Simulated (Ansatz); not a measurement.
```yaml
crystal:
  periodic: [false, false, false]
  atoms:
    - {symbol: Na, position_ang: [0.853376, 0.303295, 2.438008]}
    - {symbol: Na, position_ang: [-0.412983, 1.723836, -3.694918]}
    - {symbol: Na, position_ang: [-0.418471, -2.135465, 1.396681]}
    - {symbol: Na, position_ang: [1.284121, -0.266786, -0.924800]}
    - {symbol: Na, position_ang: [-1.421323, 0.803788, -0.128856]}
    - {symbol: O, position_ang: [-1.117313, -0.155962, 1.767538]}
    - {symbol: O, position_ang: [-0.213727, 0.899585, -1.870358]}
    - {symbol: O, position_ang: [1.446311, -1.172280, 1.016706]}
basis:
  gaussian: {orbitals: def2-TZVP, initial_orbitals: start.molden}
magnetization: {spin_polarized: true, initial_magnetization: 1}
hamiltonian: {xc: {name: wB97X-V}}
scf: {omitted_lower_state_checks: [starts]}
output: {orbitals: {seedname: orbitals}}
```

The file start.molden holds the orbitals of an earlier run on this structure, at another level or in another basis.

```sh
$ ansatz run in.yaml --threads 4 --pin off --events-out ev --progress --plain --max-ram 4787MiB
```

(1) Does this run fit into the memory that it is given?

## Answers

(1) No. It has 253 basis functions, and Ansatz plans for 4.76 GiB where 4.67 GiB are given.
